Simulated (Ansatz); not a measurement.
Ansatz (an electronic-structure program) input file for GeH₃O₃, SMILES [OH][Ge]([OH])[OH] (connectivity only; charge and spin as stated), charge +1, multiplicity 1, PBE/def2-SVPD. Coordinates come from a PBE-D3(BJ)/def2-SVP optimisation. The multiplicity is an assumed one; other spin states were not compared. The isomer is the one that the SMILES or the coordinates give; other isomers of the formula were not compared. The values are those of a single conformer.

Ansatz 0.2 input:
```yaml
crystal:
  periodic: [false, false, false]
  atoms:
    - {symbol: O, position_ang: [-1.69906298, 0.03632138, 0.00000000]}
    - {symbol: Ge, position_ang: [0.01620424, -0.00248661, -0.00000000]}
    - {symbol: O, position_ang: [0.85934488, 1.50866813, 0.00000000]}
    - {symbol: O, position_ang: [0.60884284, -1.61997929, 0.00000000]}
    - {symbol: H, position_ang: [-2.09870114, 0.93618476, -0.00000001]}
    - {symbol: H, position_ang: [1.84304071, 1.48763579, -0.00000000]}
    - {symbol: H, position_ang: [1.58412680, -1.74433065, 0.00000000]}
basis:
  gaussian:
    orbitals: def2-SVPD
hamiltonian:
  xc: {name: PBE}
total_charge: 1
```

Output:

```
WARN ansatz: RAYON_NUM_THREADS=1 ignored (pool sized by the plan → 1); use --threads N
Functional definition: PBE
integrals: 0.06 GiB planned
1156 factors; their error is unknown
mean field: 0.42 GiB planned
mean field evaluation 1: about -62642.3751 eV, gradient 1.4e2 eV
mean field evaluation 2: about -62496.8195 eV, gradient 2.8e2 eV
mean field evaluation 4: about -62670.5496 eV, gradient 5.1e1 eV
mean field evaluation 8: about -62675.5145 eV, gradient 6.2e-1 eV
mean field evaluation 16: about -62675.4713 eV, gradient 3.1e-5 eV
mean field -62675.47127543 eV, -2303.2810864119 hartree, gradient 3.1e-5 eV, S^2 0.000000; 0 other end points of the search recorded, 0 dependent functions left out
reference -62675.47132773 eV, -2303.2810883338 hartree; 29, 29 occupied and 102, 102 virtual orbitals, 1156 factors
Total energy: -62675.47132773 eV, -2303.2810883338 hartree
```

The run converged.
